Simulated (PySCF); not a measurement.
C2H7BFNO.

```xyz
13

B     -0.0186    -0.7986     0.0000
F     -1.2148    -1.4015     0.0000
O      1.0617    -1.6255     0.0000
H      1.9061    -1.1703     0.0000
N      0.0223     0.6162     0.0000
C     -1.1845     1.4053     0.0000
C      1.2319     1.3899     0.0000
H     -1.2403     2.0579     0.8910
H     -1.2403     2.0579    -0.8910
H     -2.0621     0.7483     0.0000
H      1.3016     2.0422    -0.8905
H      1.3016     2.0422     0.8905
H      2.1250     0.7480     0.0000
```

Coordinates come from a PBE0-D3(BJ)/def2-SVP optimisation. This is a generated structure with no PubChem entry under its InChIKey; it may be hypothetical. One conformer was computed; it need not be the lowest.

Method: KT2/pcSseg-1 in PySCF. Non-relativistic, no solvent.

### Question
Give the absolute GIAO shielding of each atom: isotropic value and principal components (ppm). (An estimate is asked for; the answer gives what the named calculation found.)

### Answer

| atom | σ(iso) | σ11 | σ22 | σ33 | span |
|---|---|---|---|---|---|
| B1 | 83.3 | 68.8 | 83.3 | 97.8 | 29.0 |
| F2 | 313.0 | 211.1 | 324.8 | 403.2 | 192.1 |
| O3 | 252.1 | 179.9 | 270.8 | 305.7 | 125.9 |
| H4 | 28.5 | 20.5 | 28.1 | 37.0 | 16.5 |
| N5 | 205.1 | 162.4 | 205.7 | 247.1 | 84.7 |
| C6 | 146.3 | 121.3 | 133.7 | 183.8 | 62.4 |
| C7 | 144.8 | 122.1 | 130.7 | 181.5 | 59.4 |
| H8 | 28.9 | 24.7 | 26.6 | 35.5 | 10.8 |
| H9 | 28.9 | 24.7 | 26.6 | 35.5 | 10.8 |
| H10 | 27.6 | 22.6 | 27.8 | 32.5 | 9.9 |
| H11 | 28.7 | 24.7 | 26.3 | 35.2 | 10.5 |
| H12 | 28.7 | 24.7 | 26.3 | 35.2 | 10.5 |
| H13 | 28.8 | 23.9 | 28.7 | 33.7 | 9.8 |
